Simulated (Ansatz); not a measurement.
CH$_{6}$FGeNO (`N[C](O)(F)[GeH3]`) at its PBE0-D4/def2-TZVP geometry, where that method's forces vanish. Charge 0, multiplicity 1.

```xyz
11

N    -0.0503   -0.7413   -1.2757
C    -0.1149   -0.4801    0.1234
O    -1.3829   -0.4500    0.6791
F     0.5884   -1.5198    0.7166
Ge    0.7766    1.2514    0.5784
H    -0.2805   -1.7084   -1.4814
H    -0.6617   -0.1220   -1.7903
H    -1.8502   -1.2576    0.4253
H     0.1744    2.3414   -0.3231
H     0.5266    1.5857    2.0535
H     2.2746    1.1008    0.2942
```

Task: What forces (eV/Å) does ωB97M-V/def2-TZVPP give on these atoms in the Gaussian-basis code of Ansatz? (Best estimate.)

Result: The calculation gave: 
```
N1  -0.034 -0.057 -0.225
C2   0.194  0.374  0.064
O3  -0.243 -0.091  0.037
F4   0.101 -0.178  0.103
Ge5  0.016  0.005  0.009
H6  -0.003  0.035  0.008
H7   0.012 -0.025  0.012
H8   0.021  0.054  0.026
H9   0.037 -0.088  0.060
H10  0.013 -0.035 -0.114
H11 -0.114  0.005  0.020
```
